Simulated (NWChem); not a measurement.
System: ZnF cation; SMILES [F][Zn+]

NWChem input:

```
start job
memory heap 200 mb stack 900 mb global 1100 mb
charge 1
geometry units angstroms noautosym nocenter noautoz
  Zn     0.000000     0.000000    -0.392321
  F      0.000000     0.000000     1.326688
end
basis spherical
  * library pcsseg-2
end
dft
  xc pbe0
  iterations 150
end
property
  shielding
end
task dft property
```

Structure relaxed at the PBE0/def2-SVP level.

GIAO values for the isolated, static molecule; σ is the absolute isotropic shielding, δ = σ(reference) − σ with the isolated reference molecule computed at the same levels (19F: trichlorofluoromethane).

Atoms are numbered as in the input.

Task: Predict the main results of this run. (PBE0/pcSseg-2, GIAO.) Quantities: σ Zn1 (ppm); δ F2 (ppm).

Result: The σ Zn1 (ppm) is 2255.3 and the δ F2 (ppm) is -100.7.
